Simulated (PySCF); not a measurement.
# Spinor energies of Ga (gallium, neutral)

Start: [Ar] 3d10 4s2 5s1; 5s1/2 filled at m_j = +1/2. Calculated with PySCF 2.14 in x2c-TZVPall-2c with one added diffuse shell each of s, p, d type (7s8p5d1f, 63 functions): generalised Hartree-Fock with the X2C-1e Hamiltonian and a Gaussian nucleus; one run each with spin-orbit coupling (SO) switched off, then screened by Boettger's factors. This is a chosen level, not necessarily the ground level.

```tsv
spinor shell	electrons	ε, spin-free (eV)	ε, screened SO (eV)	weight of nominal j (screened SO)	rms radius, screened SO (bohr)
1s1/2	2	-10445.0	-10444.8	1.000	0.0560
2s1/2	2	-1344.7	-1344.7	1.000	0.235
2p1/2	2	-1166.5	-1185.5	1.000	0.209
2p3/2	4	-1166.5	-1157.3	1.000	0.212
3s1/2	2	-182.52	-182.52	1.000	0.698
3p1/2	2	-126.52	-129.16	1.000	0.730
3p3/2	4	-126.52	-125.25	1.000	0.741
3d3/2	4	-35.145	-35.452	1.000	0.892
3d5/2	6	-35.145	-34.939	1.000	0.898
4s1/2	2	-14.497	-14.497	1.000	2.49
5s1/2	1	-2.521	-2.521	1.000	6.74
```

```json
{"quantity": "E (hartree)", "spin-free": "-1942.02604", "screened SO": "-1942.08910"}
{"quantity": "M_J", "spin-free": "1/2", "screened SO": "1/2"}
{"quantity": "⟨J²⟩", "spin-free": "0.750", "screened SO": "0.750"}
{"quantity": "⟨L²⟩", "spin-free": "0.000", "screened SO": "0.002"}
{"quantity": "⟨S²⟩", "spin-free": "0.750", "screened SO": "0.752"}
```

Without spin-orbit coupling the j labels of p, d and f shells carry no meaning; the spin-free column gives the mean over the occupied spinors of each nl shell.
